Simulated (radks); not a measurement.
Species: Ca17+. Configuration: [He] 2s1 (the NIST ground configuration).

All-electron calculation, scalar-relativistic Kohn-Sham, PBE, spin-polarised, spherical densities, finite nucleus; open shells are filled with parallel spins first; Fermi nuclear charge, rms radius 3.4776 fm. Program: a radial shooting solver on a logarithmic mesh with Libxc functionals.

Energy parts (eV):
part                      energy
total                 -11757.862
kinetic                11877.222
electron-nucleus      -24179.614
Hartree                  926.471
exchange-correlation    -381.943

Orbitals (lengths in bohr, moments of r in powers of bohr; r(90%) holds 90 % of the orbital's charge):
orbital  occ.  eigenvalue (eV)  r(90%)     <r^2>  <1/r>      <r^4>
1s up       1        -4905.911   0.136  0.007779  19.86  0.0001541
1s down     1        -4900.582   0.136  0.007773  19.86  0.0001536
2s up       1        -1130.095   0.484    0.1178  4.703    0.02288

The highest occupied level is 2s up at -1130.1 eV. The density falls to 0.001 e/bohr^3 at r = 0.88 bohr. The electron density at the nucleus is 6041 e/bohr^3 (large components only). Summed over all electrons, <r^2> = 0.1334 bohr^2, which gives a Langevin (diamagnetic) susceptibility term of -0.106 x 10^-6 cm^3/mol. The spin density at the nucleus is 325.6 e/bohr^3 (1s 1.3, 2s 324.3).

Run on one thread of a shared host, so times are rough (Arm Neoverse N1): 0.08 s of CPU time, 0.08 s wall, 16 iterations on 2189 mesh points.
